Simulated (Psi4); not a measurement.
disilylmethane (CH₈Si₂), singlet, geometry from GFN2-xTB; MP2/cc-pVDZ (Psi4).

Here is a job for Psi4.
```
memory 2 GB

molecule mol {
0 1
Si    1.469501    0.675243   -0.004315
C     0.249959   -0.773362   -0.140745
Si   -1.582865   -0.324499    0.068147
H     2.839701    0.182994   -0.185178
H     1.181014    1.668952   -1.040543
H     1.358676    1.297376    1.316715
H     0.513805   -1.524899    0.604684
H     0.384534   -1.254531   -1.110514
H    -1.982528    0.632796   -0.965442
H    -1.804865    0.261220    1.391816
H    -2.402995   -1.534148   -0.060719
}

set {
  basis cc-pvdz
  reference rhf
}

energy('mp2')
print_variables()
```

What the program printed (banner, timings and long lists left out):

```
    SCF Algorithm Type (re)set to DF.

   => Loading Basis Set <=

    Name: CC-PVDZ
    Role: ORBITAL
    Keyword: BASIS

         ---------------------------------------------------------
                                   SCF
               by Justin Turney, Rob Parrish, Andy Simmonett
                          and Daniel G. A. Smith
                              RHF Reference
         ---------------------------------------------------------

  ==> Geometry <==

    Molecular point group: c1
    Full point group: C1

    Geometry (in Angstrom), charge = 0, multiplicity = 1:

       Center              X                  Y                   Z               Mass
    ------------   -----------------  -----------------  -----------------  -----------------
         SI           1.470606587567     0.671822155270    -0.004937461712    27.976926534650
         C            0.251064587567    -0.776782844730    -0.141367461712    12.000000000000
         SI          -1.581759412433    -0.327919844730     0.067524538288    27.976926534650
         H            2.840806587567     0.179573155270    -0.185800461712     1.007825032230
         H            1.182119587567     1.665531155270    -1.041165461712     1.007825032230
         H            1.359781587567     1.293955155270     1.316092538288     1.007825032230
         H            0.514910587567    -1.528319844730     0.604061538288     1.007825032230
         H            0.385639587567    -1.257951844730    -1.111136461712     1.007825032230
         H           -1.981422412433     0.629375155270    -0.966064461712     1.007825032230
         H           -1.803759412433     0.257799155270     1.391193538288     1.007825032230
         H           -2.401889412433    -1.537568844730    -0.061341461712     1.007825032230

  Running in c1 symmetry.

  Rotational constants: A =      0.62054  B =      0.09460  C =      0.08837 [cm^-1]
  Rotational constants: A =  18603.18597  B =   2836.00099  C =   2649.15498 [MHz]
  Nuclear repulsion =  150.449941274593812

  Charge       = 0
  Multiplicity = 1
  Electrons    = 42
  Nalpha       = 21
  Nbeta        = 21

  ==> Algorithm <==

  SCF Algorithm Type is DF.
  DIIS enabled.
  MOM disabled.
  Fractional occupation disabled.
  Guess Type is SAD.
  Energy threshold   = 1.00e-08
  Density threshold  = 1.00e-08
  Integral threshold = 1.00e-12

  ==> Primary Basis <==

  Basis Set: CC-PVDZ
    Blend: CC-PVDZ
    Number of shells: 46
    Number of basis functions: 90
[...]
  @DF-RHF Final Energy:  -620.38382438549922
    Total Energy =                       -620.3838243854993380
[...]

  //>>>>>>>>>>>>>>>>>>>>>>>>>>>>>>>>>>>//
  //               DFMP2               //
  //<<<<<<<<<<<<<<<<<<<<<<<<<<<<<<<<<<<//

   => Loading Basis Set <=

    Name: (CC-PVDZ AUX)
    Role: RIFIT
    Keyword: DF_BASIS_MP2

	 --------------------------------------------------------
	                          DF-MP2
	      2nd-Order Density-Fitted Moller-Plesset Theory

	        Rob Parrish, Justin Turney, Andy Simmonett,
	           Ed Hohenstein, and C. David Sherrill
	 --------------------------------------------------------

   => Auxiliary Basis Set <=

  Basis Set: (CC-PVDZ AUX)
    Blend: CC-PVDZ-RI
    Number of shells: 114
    Number of basis functions: 320
    Number of Cartesian functions: 366
    Spherical Harmonics?: true
    Max angular momentum: 3

	 --------------------------------------------------------
	                 NBF =    90, NAUX =   320
	 --------------------------------------------------------
	   CLASS    FOCC     OCC    AOCC    AVIR     VIR    FVIR
	   PAIRS       0      21      21      69      69       0
	 --------------------------------------------------------

	-----------------------------------------------------------
	 ==================> DF-MP2 Energies <====================
	-----------------------------------------------------------
	 Reference Energy          =    -620.3838243854992243 [Eh]
	 Singles Energy            =      -0.0000000000000000 [Eh]
	 Same-Spin Energy          =      -0.0693325449682833 [Eh]
	 Opposite-Spin Energy      =      -0.3075808310006308 [Eh]
	 Correlation Energy        =      -0.3769133759689141 [Eh]
	 Total Energy              =    -620.7607377614681354 [Eh]
	-----------------------------------------------------------
	 ================> DF-SCS-MP2 Energies <==================
	-----------------------------------------------------------
	 SCS Same-Spin Scale       =       0.3333333333333333 [-]
	 SCS Opposite-Spin Scale   =       1.2000000000000000 [-]
	 SCS Same-Spin Energy      =      -0.0231108483227611 [Eh]
	 SCS Opposite-Spin Energy  =      -0.3690969972007569 [Eh]
	 SCS Correlation Energy    =      -0.3922078455235180 [Eh]
	 SCS Total Energy          =    -620.7760322310227821 [Eh]
	-----------------------------------------------------------

  Variable Map:
  ----------------------------------------------------------------------------
[...]
  Array Variable Map:
  ----------------------------------------------------------------------------
[...]
[...]
```
